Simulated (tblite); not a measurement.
C4H8F2OSi.
Z-matrix (Å and degrees, GFN2-xTB geometry), rows numbered from 1:
```
C 
O   1  1.4029
Si  2  1.6085  1  130.10
F   3  1.6169  2  108.89  1    57.31
C   3  1.8964  2  104.17  1   173.74
C   5  1.4851  3  110.53  2  -174.97
C   6  1.3186  5  123.78  3  -111.17
F   7  1.3490  6  121.89  5   178.39
H   1  1.0908  2  110.75  3   -49.51
H   1  1.0897  2  107.76  3  -169.40
H   1  1.0914  2  110.23  3    71.24
H   3  1.4533  2  115.55  1   -57.87
H   5  1.0913  3  108.96  2   -55.02
H   5  1.0886  3  110.49  2    63.04
H   6  1.0799  5  116.91  3    67.08
H   7  1.0801  6  126.31  5    -1.62
```

Computed with GFN2-xTB (tblite): harmonic, unscaled wavenumbers at the GFN2-xTB geometry, gas phase. This tight-binding method is rough: wavenumbers can miss measured ones by several per cent, in bad cases by 10 to 20. Modes of hydrogen on silicon can be 10 to 20 % off. One conformer, not necessarily the lowest.

Harmonic wavenumbers (cm⁻¹): 26.6, 53.1, 82.0, 92.1, 107.6, 148.3, 198.2, 250.3, 282.9, 290.2, 350.5, 508.6, 660.3, 687.4, 710.0, 740.1, 778.4, 807.7, 840.3, 985.4, 1029.7, 1112.0, 1126.5, 1132.3, 1148.9, 1165.0, 1198.8, 1257.1, 1270.3, 1410.3, 1450.3, 1474.1, 1478.7, 1729.0, 2341.5, 2969.1, 2971.4, 2981.4, 3000.8, 3011.8, 3077.9, 3095.9.

A = 4798, B = 641.5, C = 598.2 MHz; mass 138.031 u (most abundant isotopes); point group C1, symmetry number 1.

**Question.** Zero-point energy?

**Answer.** ½Σν̃ = 25016 cm⁻¹ = 299.26 kJ/mol.

**Question.** Entropy at 400 K, 1 bar (ideal gas, RRHO, classical rotation)?

**Answer.** Translation 176.42, rotation 127.29, vibration 189.10: S = 492.8 J/(mol K).

**Question.** And Cp and H(400 K) − H(0)?

**Answer.** Cp = 190.20 J/(mol K), of which vibrations give 156.94 (their classical limit is 42 R = 349.2); H(400 K) − H(0) = 48.75 kJ/mol without the zero-point energy, 35.44 from vibrations.

**Question.** What must be added to the electronic energy to get the Gibbs energy at 400 K and 1 bar?

**Answer.** ZPE + [H(400 K) − H(0)] − T·S = 299.26 + 48.75 − 197.12 = 150.89 kJ/mol.

**Question.** How do the functions run with temperature in this model?

**Answer.** 
| T (K) | S (J/(mol K)) | Cp (J/(mol K)) | H − H(0) (kJ/mol) | G − H(0) (kJ/mol) | ln q(vib) |
| --- | --- | --- | --- | --- | --- |
| 50 | 258.5 | 65.9 | 2.40 | -10.53 | 1.11 |
| 100 | 312.4 | 90.7 | 6.36 | -24.88 | 2.94 |
| 298.15 | 441.9 | 157.5 | 31.01 | -100.73 | 9.28 |
| 373.15 | 479.9 | 182.0 | 43.75 | -135.32 | 11.37 |
| 500 | 538.3 | 217.5 | 69.18 | -199.96 | 14.68 |
| 750 | 636.5 | 266.6 | 130.17 | -347.23 | 20.64 |
| 1000 | 717.9 | 298.2 | 201.05 | -516.83 | 25.97 |

q(vib) and H(0) count from the zero-point level.

Hindered rotation and anharmonicity are outside this model. Other conformers, if any are populated, would add a mixing term that is left out. The structure is chiral; the term R ln 2 for an equal mix with its mirror image is left out.

The run took 0.44 s of wall time on one thread, Arm Neoverse V2 (aarch64), shared host. The figure is for the frequency step alone.
